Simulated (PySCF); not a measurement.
ClH3O2Si, SMILES O[SiH](O)Cl.

Geometry: PBE0-D3(BJ)/def2-SVP. Other conformers were not sampled.

All values below come from r2SCAN/def2-TZVPD (PySCF).

```yaml
total_energy: -902.07234 hartree
highest_occupied_level: -8.14 eV
lowest_empty_level: -0.25 eV
orbital_gap: 7.89 eV
dipole_moment: 1.34 D
quadrupole, principal values (traceless, Buckingham form, about the centre of nuclear charge): -6.61, 0.62, 5.99 D·Å
mean_static_polarisability: 47.9 bohr³ (7.10 Å³)
polarisability_principal_values: 44.4, 45.9, 53.5 bohr³
```
